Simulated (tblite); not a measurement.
Compound: C₈H₁₁P.
Cartesian coordinates in Å at the GFN2-xTB level; atoms count from 1:
```
atom  x, y, z in Å
C1    -2.3786    0.1727   -0.5572
C2    -1.4413    0.6400    0.5583
C3    -0.1786   -0.1839    0.5671
C4    -0.2060   -1.3652    1.2874
P5     1.0605   -2.5344    1.4352
C6     2.2661   -1.7598    0.4641
C7     2.1040   -0.5542   -0.1812
C8     0.9473    0.2186   -0.1596
C9     0.9448    1.5094   -0.9272
H10   -1.9018    0.2686   -1.5302
H11   -3.2910    0.7647   -0.5592
H12   -2.6437   -0.8725   -0.4135
H13   -1.9514    0.5256    1.5174
H14   -1.2148    1.6978    0.4268
H15   -1.1197   -1.5983    1.8230
H16    3.2157   -2.2709    0.3658
H17    2.9436   -0.1771   -0.7541
H18    1.8622    1.6114   -1.5025
H19    0.1028    1.5578   -1.6153
H20    0.8749    2.3601   -0.2482
```

Computed with GFN2-xTB (tblite): harmonic, unscaled wavenumbers at the GFN2-xTB geometry, gas phase. This tight-binding method is rough: wavenumbers can miss measured ones by several per cent, in bad cases by 10 to 20. One conformer, not necessarily the lowest.

Harmonic wavenumbers (cm⁻¹): 83.9, 99.2, 158.0, 170.3, 194.0, 267.0, 340.6, 361.2, 377.3, 411.8, 442.8, 502.3, 654.9, 696.5, 733.3, 771.1, 821.3, 834.8, 850.0, 909.0, 931.6, 1000.9, 1021.1, 1024.7, 1076.5, 1079.5, 1131.9, 1193.2, 1227.0, 1242.6, 1283.5, 1316.4, 1354.2, 1402.5, 1412.5, 1413.1, 1472.8, 1486.9, 1497.6, 1500.7, 1508.4, 1511.6, 1561.4, 2973.9, 2992.1, 3004.4, 3021.6, 3026.2, 3027.4, 3031.8, 3033.0, 3039.3, 3039.9, 3045.3.

A = 2136, B = 1142, C = 798.4 MHz; mass 138.060 u (most abundant isotopes); point group C1, symmetry number 1.

What is the zero-point energy?

Half the sum of the wavenumbers: 36282 cm⁻¹ = 434.04 kJ/mol.

Entropy at 298.15 K, 1 bar (ideal gas, RRHO, classical rotation)?

Translation 170.31, rotation 123.39, vibration 102.92: S = 396.6 J/(mol K).

And Cp and H(298.15 K) − H(0)?

Cp = 157.53 J/(mol K), of which vibrations give 124.27 (their classical limit is 54 R = 449.0); H(298.15 K) − H(0) = 27.43 kJ/mol without the zero-point energy, 17.51 from vibrations.

What must be added to the electronic energy to get the Gibbs energy at 298.15 K and 1 bar?

ZPE + [H(298.15 K) − H(0)] − T·S = 434.04 + 27.43 − 118.25 = 343.22 kJ/mol.

How do the functions run with temperature in this model?

| T (K) | S (J/(mol K)) | Cp (J/(mol K)) | H − H(0) (kJ/mol) | G − H(0) (kJ/mol) | ln q(vib) |
| --- | --- | --- | --- | --- | --- |
| 100 | 280.5 | 71.3 | 4.86 | -23.19 | 0.94 |
| 200 | 343.1 | 113.8 | 14.14 | -54.49 | 3.04 |
| 300 | 397.6 | 158.4 | 27.72 | -91.56 | 5.36 |
| 500 | 498.8 | 241.5 | 68.06 | -181.35 | 10.23 |
| 800 | 631.7 | 323.2 | 153.87 | -351.53 | 17.58 |
| 1000 | 707.9 | 358.5 | 222.23 | -485.64 | 22.24 |

q(vib) and H(0) count from the zero-point level.

Hindered rotation and anharmonicity are outside this model. Other conformers, if any are populated, would add a mixing term that is left out. The structure is chiral; the term R ln 2 for an equal mix with its mirror image is left out.
